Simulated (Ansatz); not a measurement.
System: C2H7AlO3, net charge 0, singlet state. 
Coordinates optimised at B3LYP-D3(BJ)/def2-TZVP (Ansatz, a program for electronic structure):
SMILES: C[O][Al]([O]C)[OH]
```xyz
13

C      2.2999    -1.0068     0.8950
O      1.4892     0.1393     0.7668
Al    -0.0230     0.4284     0.0901
O     -0.7029     1.9794     0.1222
O     -0.8738    -0.8313    -0.6274
C     -2.1230    -0.9436    -1.2695
H      1.8347    -1.8948     0.4556
H      3.2598    -0.8393     0.3985
H      2.4941    -1.2071     1.9524
H     -0.2616     2.7319     0.5178
H     -2.7483    -1.6680    -0.7401
H     -2.6578     0.0106    -1.3072
H     -1.9826    -1.3002    -2.2939
```
Charge 0, spin multiplicity 1.

Basis-set convergence of Hartree-Fock and CCSD correlation energies (hartree) with Ansatz. Cores are frozen in the correlated levels unless marked. Spin-orbit coupling is left out. Non-relativistic.

```tsv
basis	functions	E(HF)	E(corr, CCSD)
aug-cc-pV(D+d)Z	210	-546.51812	-1.00181
aug-cc-pV(T+d)Z	446	?	?
```

**Question.** What belongs in the gaps?

**Answer.** 
- aug-cc-pV(T+d)Z, E(HF): -546.61218
- aug-cc-pV(T+d)Z, E(corr, CCSD): -1.19256
